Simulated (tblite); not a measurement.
C6H5BrO2.
Numbering: `[CH3:1][C@H:2]1[C:3](=[O:4])[CH:5]=[C:6]([Br:7])[C:8]1=[O:9]` (hydrogens: H10, H11, H12 on C1; H13 on C2; H14 on C5)

Computed with GFN2-xTB (tblite), gas phase: L-BFGS steps from a force-field or distance-geometry start until the largest atomic force falls under 0.01 eV/Å.

Step 2: E = -749.9903 eV
```
atom  x, y, z in Å  |  force x, y, z in eV/Å
C1     -1.8922   -0.4768   -0.2064   -0.058  -0.008  -0.051
C2     -0.4735    0.0076   -0.3980   -0.175  -0.250   0.218
C3     -0.0307    1.1173    0.5539   -0.075   0.709   0.052
O4     -0.7232    1.8221    1.2481    0.474  -0.558  -0.572
C5      1.4470    1.0809    0.4498    0.097  -0.064   0.031
C6      1.8265   -0.1472    0.0549    0.355   0.073   0.161
Br7     3.6146   -0.7076   -0.2429   -0.501   0.037   0.089
C8      0.6204   -1.0113   -0.1155    0.301  -0.945  -0.246
O9      0.5303   -2.2092   -0.0132    0.030   0.993  -0.110
H10    -2.0639   -0.9336    0.7775    0.151   0.214  -0.390
H11    -2.0918   -1.1959   -0.9938   -0.286  -0.151   0.103
H12    -2.5282    0.3947   -0.3321   -0.285  -0.131   0.112
H13    -0.3282    0.3416   -1.4446   -0.056   0.016   0.431
H14     2.0924    1.9170    0.6400    0.028   0.065   0.170
```

Step 3: E = -750.0214 eV
```
atom  x, y, z in Å  |  force x, y, z in eV/Å
C1     -1.8943   -0.4769   -0.2079   -0.008   0.005  -0.084
C2     -0.4756    0.0037   -0.3944    0.017  -0.129   0.130
C3     -0.0271    1.1231    0.5499   -0.014   0.291  -0.089
O4     -0.7208    1.8184    1.2442    0.292  -0.279  -0.368
C5      1.4487    1.0794    0.4501    0.122   0.128   0.054
C6      1.8316   -0.1454    0.0576    0.175  -0.063   0.090
Br7     3.6072   -0.7070   -0.2416   -0.321  -0.007   0.069
C8      0.6255   -1.0162   -0.1200    0.201  -0.085  -0.198
O9      0.5300   -2.2032   -0.0140    0.039   0.209  -0.068
H10    -2.0616   -0.9304    0.7718    0.097   0.126  -0.217
H11    -2.0959   -1.1978   -0.9918   -0.277  -0.157   0.063
H12    -2.5320    0.3923   -0.3303   -0.286  -0.087   0.088
H13    -0.3290    0.3418   -1.4382   -0.056   0.011   0.368
H14     2.0926    1.9178    0.6424    0.019   0.036   0.162
```

**Question.** Estimate the geometry and energy of step 4. (The exact step hangs on the optimiser's Hessian estimate; all steps are aligned on step 3, rigid shifts and turns removed.)

**Answer.** E = -750.0439 eV, largest force 0.813 eV/Å
```
atom  x, y, z in Å  |  force x, y, z in eV/Å
C1     -1.8974   -0.4768   -0.2120    0.056   0.023  -0.101
C2     -0.4758   -0.0024   -0.3882    0.138   0.041  -0.003
C3     -0.0224    1.1323    0.5419    0.434  -0.500  -0.472
O4     -0.7138    1.8108    1.2341   -0.279   0.394   0.198
C5      1.4539    1.0820    0.4519    0.072  -0.049  -0.054
C6      1.8399   -0.1457    0.0620   -0.166   0.140   0.080
Br7     3.5932   -0.7067   -0.2388    0.016  -0.107   0.031
C8      0.6349   -1.0159   -0.1291   -0.017   0.145  -0.013
O9      0.5303   -2.1991   -0.0159    0.119  -0.053  -0.090
H10    -2.0573   -0.9248    0.7621    0.017  -0.011   0.047
H11    -2.1061   -1.2030   -0.9883   -0.230  -0.133   0.012
H12    -2.5421    0.3877   -0.3266   -0.229  -0.044   0.041
H13    -0.3311    0.3423   -1.4238   -0.033   0.046   0.149
H14     2.0930    1.9190    0.6484    0.102   0.111   0.174
```

The energy changes by -0.0224 eV. The first-order estimate −F·Δx gives -0.0426 eV and the mean of the old and new forces, exact on a quadratic surface, -0.0222 eV. The step makes an angle of 18° with the force vector and moves no atom by more than 0.015 Å.

What follows is the cost of the whole relaxation. On AMD EPYC 7B13, one thread, no GPU, shared host with 128 logical CPUs at a one-minute load of 43, this took 0.5 s wall.
